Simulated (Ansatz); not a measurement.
```yaml
crystal:
  periodic: [false, false, false]
  atoms:
    - {symbol: C, position_ang: [1.109209, 0.586555, 1.456198]}
    - {symbol: N, position_ang: [0.708344, -0.084671, 0.231122]}
    - {symbol: C, position_ang: [1.303714, -1.404930, 0.110405]}
    - {symbol: W, position_ang: [-0.372919, 0.724883, -1.125413]}
    - {symbol: C, position_ang: [-2.341988, 0.173328, -0.603111]}
    - {symbol: S, position_ang: [-0.332890, 2.855017, -1.066821]}
    - {symbol: S, position_ang: [-0.036917, -0.095535, -3.063652]}
    - {symbol: H, position_ang: [0.659511, 1.575088, 1.521746]}
    - {symbol: H, position_ang: [0.794131, -0.005039, 2.323149]}
    - {symbol: H, position_ang: [2.199680, 0.692274, 1.491193]}
    - {symbol: H, position_ang: [0.996490, -1.885602, -0.816067]}
    - {symbol: H, position_ang: [0.992823, -2.030331, 0.954839]}
    - {symbol: H, position_ang: [2.397239, -1.330449, 0.123029]}
    - {symbol: H, position_ang: [-3.050854, 0.588369, -1.323670]}
    - {symbol: H, position_ang: [-2.438301, -0.916149, -0.604169]}
    - {symbol: H, position_ang: [-2.587263, 0.557191, 0.391223]}
basis:
  gaussian: {orbitals: def2-TZVPD}
magnetization: {spin_polarized: true, initial_magnetization: 0}
hamiltonian: {xc: {name: SVWN5}}
accuracy: high
kpoints: {mp_grid: {grid: [2, 2, 2]}}
output: {forces: true}
```

```sh
$ ansatz run in.yaml --threads 2 --pin off --events-out ev --progress --plain --max-ram 22528MiB --backend cuda --devices 0, --max-vram 18GiB
```

How does Ansatz answer? (Best estimate.)

Computed: The program refused the input.
```
Error: invalid value for `basis.gaussian`: such a run doesn't read kpoints; remove what it names
```
